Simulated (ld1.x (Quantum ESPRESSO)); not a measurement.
An all-electron radial function and its pseudo partner (Tm)

Columns: radius, all-electron u(r) and pseudo u(r) of the 5p shell (level -30.40 eV) of thulium in the configuration [Kr] 4d10 4f12 5s2 5p6 5d1 6s2 6p0; PBEsol, scalar-relativistic, PAW scheme, ld1.x (Quantum ESPRESSO) 7.5.

```csv
r (bohr),all-electron,pseudo
0.130,-0.2698,-0.0177
0.260,0.0417,-0.0692
0.390,0.4760,-0.1495
0.520,0.3392,-0.2509
0.650,-0.0543,-0.3640
0.780,-0.4401,-0.4784
0.910,-0.7203,-0.5840
1.040,-0.8848,-0.6721
1.170,-0.9544,-0.7361
1.300,-0.9560,-0.7721
1.430,-0.9135,-0.7792
1.560,-0.8451,-0.7592
1.690,-0.7641,-0.7167
1.820,-0.6792,-0.6575
1.950,-0.5960,-0.5886
2.080,-0.5178,-0.5164
2.210,-0.4464,-0.4465
2.340,-0.3826,-0.3826
2.470,-0.3263,-0.3263
2.600,-0.2773,-0.2773
2.730,-0.2349,-0.2349
2.860,-0.1985,-0.1985
2.990,-0.1674,-0.1674
3.120,-0.1409,-0.1409
3.250,-0.1183,-0.1183
3.380,-0.0993,-0.0993
```

How many radial nodes do the two functions have?

The all-electron 5p function has n − l − 1 = 3 (the table is too coarse to show those close to the nucleus); the pseudo-wave has 0, since the states of the same l below it are removed with the core.

At about which radius was the pseudo-wave matched?

2.45 bohr. The columns agree to 0.0005 from 2.21 bohr on; several derivatives are matched, so the curves merge somewhat inside the radius.

Is the pseudo-wave norm-conserving?

No, it belongs to a PAW set: the norm inside the radius is not constrained, and the difference is carried by the augmentation charge.
